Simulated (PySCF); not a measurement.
# How the method changes the shape and vibrations of H3NOSi

These are calculations, not measurements. The program is PySCF 2.14.0, an open-source quantum chemistry code, run on an isolated molecule that a program drew, which may never have been made. The molecule is H3NOSi (charge 0, singlet), drawn as the SMILES string `N[Si]O`.

The geometry was optimised and harmonic frequencies were computed with HF and MP2, all in the cc-pV(D+d)Z basis, for the commonest isotopes, with a restricted reference for singlets and an unrestricted one otherwise, and a frozen core in MP2. Each result is a local minimum of its method.

Geometry at the HF minimum:
```xyz
6
H3NOSi, angstrom
N    -3.2871    0.6478    0.9972
Si   -2.7847   -0.7238    1.8885
O    -1.3308   -1.0839    1.1789
H    -2.8083    1.1036    0.2410
H    -4.1568    1.1027    1.2041
H    -0.9707   -0.5803    0.4627
```

Lengths of the bonds as drawn, in Å (atoms numbered as above):
```
  bond     HF    MP2
N1-Si2  1.711  1.728
Si2-O3  1.657  1.682
 N1-H4  1.004  1.020
 N1-H5  1.003  1.018
 O3-H6  0.947  0.969
```

Rotational constants, in GHz:
| constant | HF | MP2 |
|---|---|---|
| A | 24.61 | 24.19 |
| B | 8.467 | 8.236 |
| C | 6.3 | 6.144 |

Harmonic frequencies in cm^-1, each column in rising order, so a row needn't be the same motion in every method:
| rank | HF | MP2 |
|---|---|---|
| 1 | 344 | 310 |
| 2 | 388 | 375 |
| 3 | 490 | 430 |
| 4 | 530 | 516 |
| 5 | 746 | 689 |
| 6 | 817 | ? |
| 7 | 876 | 842 |
| 8 | 944 | 899 |
| 9 | 1688 | 1556 |
| 10 | 3756 | 3566 |
| 11 | 3860 | 3689 |
| 12 | 4144 | 3840 |

**Estimate the missing MP2 frequency from the HF column.**

A single factor s that minimises the squared misfit of MP2 against s times HF over the other rows is sum(HF x MP2) / sum(HF^2) = 0.9419, with an rms misfit of 32 cm^-1. For rank 6 it gives 0.9419 x 817 = 770 cm^-1. The calculation gives 772 cm^-1, 2 cm^-1 above the estimate. The drawn bonds are on average 1.6 % longer in MP2 than in HF.
